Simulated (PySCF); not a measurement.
# Molecular orbitals of NdH

PBE at R = 2.135 Å; Nd x2c-SVPall, H x2c-SVPall; spin-free X2C with a Gaussian nucleus (PySCF 2.14). State: sextet, about 3.9 electrons in the 4f shell (Mulliken), real f orbitals that mix terms. Only the outer orbitals are listed, counted within each symmetry.

```
spin  orbital  occ.  ε (eV)  on Nd (%)           main shells (%)
   α      12σ     1   -5.12         43  57 H s, 23 Nd s, 15 Nd d
   α      13σ     1   -3.13         97          66 Nd s, 21 Nd d
   α      14σ     1   -2.44        100                   93 Nd f
   α       1φ     1   -2.19        100                  100 Nd f
   α       3δ     1   -2.02        100                   96 Nd f
   α       3δ     1   -2.02        100                   96 Nd f
   α       4δ     0   -1.79        100                   96 Nd d
   α       4δ     0   -1.79        100                   96 Nd d
   α       7π     0   -1.58        100          88 Nd d, 12 Nd p
   β      11σ     1  -20.32         99                   99 Nd p
   β       6π     1  -20.32        100                  100 Nd p
   β       6π     1  -20.32        100                  100 Nd p
   β      12σ     1   -4.89         41  59 H s, 19 Nd s, 15 Nd d
   β      13σ     0   -2.11         96          74 Nd s, 15 Nd d
   β       7π     0   -0.77        100                   98 Nd d
   β       7π     0   -0.77        100                   98 Nd d
```

Q: Which are the highest filled and the lowest empty level, where do they sit, and how wide is the gap?

A: Highest filled α 3δ at -2.02 eV (in %: 96 Nd f); lowest empty β 13σ at -2.11 eV (in %: 74 Nd s, 15 Nd d); the gap at PBE is -0.09 eV.

```
bond order (Mayer)                              : 0.95
⟨S²⟩                                            : 8.753
charge on Nd (Mulliken, basis-dependent)        : 0.20
charge on Nd (Löwdin, basis-dependent)          : 0.18
dipole moment (positive dipole means Nd(−)H(+)) : -3.35 D
```

Spin–orbit coupling is left out. Counting both spins, an empty level lies below a filled one in this solution, because spin and occupation are held. The state is the lowest single determinant that the PBE0 search found; with open d or f shells the true ground state can be another one.
